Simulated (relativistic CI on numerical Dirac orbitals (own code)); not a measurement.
## Radial parameters of Hf XXXVI

Method of calculation: Dirac-Coulomb-Breit CI, KLI orbitals optimised for each configuration, QED by a radiative potential, unscaled Slater integrals (own radial code, finite nucleus).

Slater integrals F^k, G^k are unscaled and averaged over j, outside the closed core [Ar] 3d10; ζ comes from projecting the Hamiltonian with its Breit term on Σ l·s of the shell.

- 4s2 4p6 4d: ζ(4d) = 52780 cm⁻¹; <r>(4d) = 0.4363, <r^2>(4d) = 0.2175 (bohr units).
- 4s2 4p6 4f: ζ(4f) = 8818.4 cm⁻¹; <r>(4f) = 0.4094, <r^2>(4f) = 0.1896 (bohr units).
- 4s2 4p5 4d2: ζ(4p) = 420000, F^2(4d,4d) = 230000, F^4(4d,4d) = 156760, F^2(4p,4d) = 230890, G^1(4p,4d) = 286320, G^3(4p,4d) = 183610, ζ(4d) = 52561 cm⁻¹; <r>(4p) = 0.4353, <r^2>(4p) = 0.2144, <r>(4d) = 0.4364, <r^2>(4d) = 0.2176 (bohr units).

Question: Give the Racah parameters of the d shell in 4s2 4p5 4d2.

Answer: B = F²/49 − 5F⁴/441 = 2916 cm⁻¹ and C = 35F⁴/441 = 12441 cm⁻¹.

Averages of the first 10 configurations, taken without configuration mixing, which lowers the lowest level and can move excited configurations by several eV; other configurations of the list can lie among them:

```json
{"Configuration": "4s2 4p6 4d", "Parity": "even", "States": "10", "Average energy above the lowest level (eV)": "11.9"}
{"Configuration": "4s2 4p6 4f", "Parity": "odd", "States": "14", "Average energy above the lowest level (eV)": "204.5"}
{"Configuration": "4s2 4p5 4d2", "Parity": "odd", "States": "270", "Average energy above the lowest level (eV)": "200.7"}
{"Configuration": "4s 4p6 4d2", "Parity": "even", "States": "90", "Average energy above the lowest level (eV)": "359.4"}
{"Configuration": "4s2 4p5 4d 4f", "Parity": "even", "States": "840", "Average energy above the lowest level (eV)": "390.9"}
{"Configuration": "4s 4p6 4d 4f", "Parity": "odd", "States": "280", "Average energy above the lowest level (eV)": "549.9"}
{"Configuration": "4s2 4p6 5s", "Parity": "even", "States": "2", "Average energy above the lowest level (eV)": "458.0"}
{"Configuration": "4s2 4p6 5p", "Parity": "odd", "States": "6", "Average energy above the lowest level (eV)": "524.7"}
{"Configuration": "4s2 4p6 5d", "Parity": "even", "States": "10", "Average energy above the lowest level (eV)": "611.9"}
{"Configuration": "4p6 4d3", "Parity": "even", "States": "120", "Average energy above the lowest level (eV)": "711.2"}
```
